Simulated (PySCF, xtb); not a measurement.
sulfuric acid (H2O4S), SMILES O=S(=O)(O)O.

GFN2-xTB in xtb at its own geometry gives an orbital gap of 8.82 eV and a dipole moment of 3.36 D.

Coordinates come from a TPSSh-D3(BJ)/def2-SVP optimisation. The values are those of a single conformer.

What does PBE/def2-TZVP (PySCF) give? (Estimate from the structure and the level; the computed values follow.)

gap 6.86 eV (levels -7.99 and -1.13 eV), dipole 2.99 D.
